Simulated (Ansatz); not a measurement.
An input for SnO (tin(ii) oxide)

SnO has 2 atoms, charge 0, and is taken as a singlet. As SMILES, `[O]=[Sn]`. Geometry: relaxed at PBE0-D4/def2-TZVP.

```xyz
2

O     0.0000    0.0000   -0.0071
Sn    0.0000    0.0000    1.8107
```

Settings wanted:

```json
{"basis set": "def2-TZVP", "core potential": "def2-TZVP", "number of roots": "3", "root multiplicities": "(1, 1, 1)", "state weights": "(1, 1, 1)", "active electrons": "4", "active orbitals": "5", "orbitals optimised": "yes", "task": "energy", "method": "NEVPT2", "dispersion": "none", "reference": "RHF", "accuracy": "medium", "cores left out": "program's default", "frozen core orbitals": "see input"}
```

Question: Give an Ansatz 0.2.0 job that does this.

Answer: This one ran through:

in.yaml:
```yaml
crystal:
  periodic: [false, false, false]
  atoms:
    - symbol: O
      position_ang: [-0.000000, 0.000000, -0.007080]
    - symbol: Sn
      position_ang: [0.000000, -0.000000, 1.810660]
basis:
  gaussian:
    orbitals: def2-TZVP
correlation:
  method: sc_nevpt2
  active_space: {window: {electrons: 4, orbitals: 5}, states: [{multiplicity: 1, weights: [1, 1, 1]}]}
```

```bash
$ ansatz run in.yaml --threads 1 --pin off --max-ram 3480MiB --events-out events.jsonl --progress --plain --runs-dir runs
```

Calculated total energy: -288.67821 Eh.
